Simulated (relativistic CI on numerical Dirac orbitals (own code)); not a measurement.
**Level scheme of Er4+**

These numbers are calculated, not measured: Dirac-Coulomb-Breit CI, separate exchange-only KLI orbitals for each configuration, model QED, valence Slater integrals scaled by 0.85 (own radial code, finite nucleus).

Configuration list (outside the closed core [Xe]): 4f10.

The lowest level is 4f10 5I_8, with 92 % of that term; Hund's rules for 4f10 give 5I with J = 8, in agreement.

```
No.  Configuration  Term   J  E (eV)   %  Next component (%)  Lifetime (s)
  1           4f10    5I   8  0.0000  92                8 3K              
  2           4f10    5I   7  0.7495  96                3 3K      1.03e-01
  3           4f10    5I   6  1.2572  94                4 3H      2.00e-01
  4           4f10    5I   5  1.6203  88                9 3H      4.83e-01
  5           4f10    5I   4  1.9175  87               11 3H      1.07e+00
  6           4f10    5F   5  2.3345  72               22 3G      5.45e-01
  7           4f10    5S   2  2.6996  54               20 3P              
  8           4f10    3K   8  2.7382  70               11 3L      3.33e-02
  9           4f10    5F   4  2.8243  90                7 3F      4.93e-01
 10           4f10    5F   3  3.1138  87                7 3D      9.37e-01
 11           4f10    5F   2  3.1233  46               27 5S      1.07e+00
 12           4f10    5G   6  3.2967  52               43 3H      4.48e-02
 13           4f10    5F   1  3.3165  72               25 3D      4.73e-01
 14           4f10    3K   7  3.4406  83               10 3L      4.25e-02
 15           4f10    3G   5  3.4584  39               24 5F      5.81e-02
 16           4f10    3G   4  3.7769  46               36 5G      8.69e-02
 17           4f10    3L   9  3.7922  90               10 3M      3.60e-01
 18           4f10    3H   6  3.8884  48               42 5G      3.64e-02
 19           4f10    3K   6  4.0027  85                4 1I      9.95e-02
 20           4f10    5F   2  4.0494  37               17 1D      5.71e-02
 21           4f10    5G   5  4.0620  67               26 3H      3.79e-02
 22           4f10    3F   4  4.2065  26               23 3H      3.92e-02
 23           4f10    5G   3  4.3060  59               17 3F      2.02e-01
 24           4f10    5G   2  4.5177  42               29 3F      1.08e-01
 25           4f10    3M  10  4.5625  98                2 1N      1.78e+00
 26           4f10    3L   8  4.5675  66               16 3K      4.35e-02
 27           4f10    3P   1  4.6748  64               19 3D      4.01e-02
 28           4f10    3D   3  4.6941  62               14 3G      3.86e-02
 29           4f10    1L   8  4.7982  61               18 3M      8.41e-02
 30           4f10    3F   3  4.9451  47               34 3G      1.37e-01
 31           4f10    3P   0  5.0165  99                1 5D      2.24e-01
 32           4f10    5G   4  5.0172  39               31 3G      4.59e-02
 33           4f10    3L   7  5.0992  76               12 3K      8.94e-02
 34           4f10    3F   2  5.1300  33               27 5G      4.69e-02
 35           4f10    3H   5  5.1433  37               34 3G      1.90e-02
 36           4f10    3F   4  5.1883  35               34 3H      2.59e-02
 37           4f10    3I   7  5.2268  86                9 3L      4.08e-02
 38           4f10    3M   9  5.3119  90               10 3L      1.01e-01
 39           4f10    3P   2  5.3179  36               22 1D      3.87e-02
 40           4f10    3I   5  5.4068  62               20 3H      4.57e-02
 41           4f10    3I   6  5.4648  87                7 3H      7.96e-02
 42           4f10    3F   4  5.5340  76                7 5F      1.66e-02
 43           4f10    3D   1  5.7058  53               32 3P      2.78e-02
 44           4f10    3G   3  5.8317  40               31 3F      4.28e-02
 45           4f10    5D   4  6.0608  53               28 3F      4.85e-02
```

Energies count from the lowest computed level; lifetimes are radiative, by E1, M1, E2, M2 decay to levels of this space only; some are left blank where a channel outside the calculation adds to the decay or the decay crosses a small, uncertain gap.

The mean weight of the leading LS term, summed over parents, in these 45 levels is 65 %, and that of the leading jj configuration (from the same eigenvectors) 57 %.

One configuration and one scale for all Slater integrals: terms of lower spin can come out thousands of cm⁻¹ low, and their order can be wrong.

Landé's interval rule says that E(J) − E(J−1) = AJ with one A. For the ground term the intervals give A = -479.4, -488.1, -585.0, -755.6 cm⁻¹ for J = 5, 6, 7, 8; the multiplet is inverted.

LS names give the leading component of a level, which can be under half, so a name can repeat, a term be missing and a line seem to break the LS rules.
